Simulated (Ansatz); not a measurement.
CH4GeOS can be A, `C[O][Ge][SH]`, or B, `C1[O][GeH2][S]1`.

Gas-phase electronic energies from Ansatz, PBE0-D4/def2-TZVP geometries. CBS: MP2 limit from def2 TZ/QZ plus the TZ coupled-cluster correction, frozen cores. Functionals use def2-TZVPP. For Ge outer-core shells are correlated without core-valence functions, which leaves a few kJ/mol of doubt a bond. Scalar relativity is left out up to krypton. One conformer a species, not always the lowest.

(1) Which isomer does CCSD(T)/CBS put lower? Give the gap. (Estimate.)

(2) Give E(B) − E(A) in kcal/mol with ωB97M-V, CCSD(T)/def2-TZVPP, MP2/def2-TZVPP, HF/def2-TZVPP, CCSD/def2-TZVPP, B2PLYP, PBE0-D4. (An estimate is asked.)

Largest T1 diagnostic: 0.015.

Results:

(1) Ansatz gave: A, by 18.8 kcal/mol.

(2) The calculation gave: ωB97M-V 20.2, CCSD(T)/def2-TZVPP 16.4, MP2/def2-TZVPP 14.7, HF/def2-TZVPP 17.9, CCSD/def2-TZVPP 16.4, B2PLYP 21.6, PBE0-D4 18.1. None reverses the order clearly.

From PBE to PBE0 (25 % exact exchange), in def2-TZVPP and without D4, E(B) − E(A) moves by −4.2 kcal/mol. In def2-TZVPP, CCSD(T) changes the Hartree–Fock value by −1.5 kcal/mol (the triples alone add −0.1 kcal/mol) and MP2 by −3.2 kcal/mol.
